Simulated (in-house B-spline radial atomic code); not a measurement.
A run on P⁻ that did not converge. Method: non-relativistic HSE06, spin-polarised, spherical fractional occupations, exact exchange averaged over the configuration, point nucleus; computed with an all-electron radial atomic-structure program (B-spline basis).

Command:
```bash
python run_scf.py task.json out
```
Settings:
```
Z                15
configuration    [Ne] 3s2 3p4
hamiltonian      nr
method           hse06
spin_polarised   True
exact_exchange   averaged over the configuration
```

First and last ten iterations of the last attempt (damped for 15 steps, keeping 80 % of the old Fock matrix, then DIIS):
```
 iter        energy (Eh)    residual
    1        -339.984679    2.33e-01
    2        -340.487632    9.89e-02
    3        -340.825147    6.63e-02
    4        -341.008308    4.45e-02
    5        -341.103708    2.95e-02
    6        -341.150635    1.88e-02
    7        -341.172127    1.15e-02
    8        -341.181230    6.89e-03
    9        -341.133392    1.82e-02
   10        -341.175059    1.00e-02
  111        -338.989957    7.05e-02
  112        -339.012203    7.06e-02
  113        -339.011870    7.06e-02
  114        -338.986852    7.05e-02
  115        -339.782068    5.76e-02
  116        -338.351388    6.89e-02
  117        -337.860903    1.43e-01
  118        -337.867861    1.34e-01
  119        -341.159983    1.76e-02
  120        -341.168610    1.31e-02
 not converged after 120 iterations
```

The smallest residual met was 6.8e-04; the threshold is about 1e-07. No energy from this run should be used. Cost of the run: 4.9 s on 1 thread of Arm Neoverse V1, with other jobs on the host.
